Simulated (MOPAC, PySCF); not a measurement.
H2FInS2, SMILES `[F][In]([SH])[SH]` (S–In–S–H torsion 0°, S–In–S–H torsion 180°), neutral singlet in the gas phase. 

Cartesian coordinates (Å):
```xyz
6

F      0.6590     2.1803    -0.2978
In    -0.0557     0.3543    -0.0775
S     -2.3975     0.1522    -0.4543
S      1.6129    -1.2399     0.5211
H     -2.3779    -1.1786    -0.1956
H      2.5592    -0.2683     0.5041
```
Charge 0, multiplicity 1.

All levels are single points at this geometry (PBE-D3(BJ)/def2-TZVP); Pople sets use spherical d functions. Orbital energies aren't observables, and empty levels follow the basis.

```
level                                     HOMO (eV)  LUMO (eV)  gap (eV)  dipole (D)  vertical IE, Delta-SCF (eV)
----------------------------------------  ---------  ---------  --------  ----------  ---------------------------
PBE-D3(BJ)/def2-TZVP in PySCF                 -6.69      -3.13      3.56        2.24                         9.46
B3LYP/6-311+G** (LANL2DZ on In) in PySCF      -7.78      -2.63      5.15        2.63                            –
B3LYP/6-31G* (LANL2DZ on In) in PySCF         -7.64      -2.31      5.33        1.89                         9.80
B3LYP/LANL2DZ in PySCF                        -7.87      -2.71      5.16        2.34                            –
BP86/6-31G* (LANL2DZ on In) in PySCF          -6.78      -3.03      3.75        1.77                            –
M06-2X/6-31G* (LANL2DZ on In) in PySCF        -9.07      -1.39      7.68        1.97                            –
PBE/6-31G* (LANL2DZ on In) in PySCF           -6.68      -2.95      3.73        1.77                            –
SVWN5/6-31G* (LANL2DZ on In) in PySCF         -6.76      -3.06      3.70        1.81                            –
HF/6-31G* (LANL2DZ on In) in PySCF           -10.84       1.03     11.86        2.19                            –
AM1 in MOPAC                                  -9.98      -2.88      7.10        2.26                            –
PM3 in MOPAC                                 -10.27      -2.96      7.31        2.90                            –
PM6 in MOPAC                                  -9.94      -1.86      8.08        2.05                            –
PM7 in MOPAC                                  -9.57      -1.43      8.14        2.36                            –
```
